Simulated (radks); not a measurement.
Q: Spin polarisation of the 6p1 shell in the bismuth ion Bi2+. Start: [Hg] 6p(up 0.5, down 0.5); electrons of 6p are moved from spin down to spin up, other shells keep equal spins. All-electron calculation, scalar-relativistic Kohn-Sham, BLYP, spin-polarised, spherical densities, point nucleus. Program: a radial shooting solver on a logarithmic mesh with Libxc functionals. Estimate the energy gained and the exchange splitting at a moment of 1 Bohr magnetons.

A: At moment 1 the spin-polarisation energy is -0.168 eV and the 6p exchange splitting 0.659 eV, that is 0.659 eV per Bohr magneton; E = -I m^2/4 would give I = 0.672 eV.
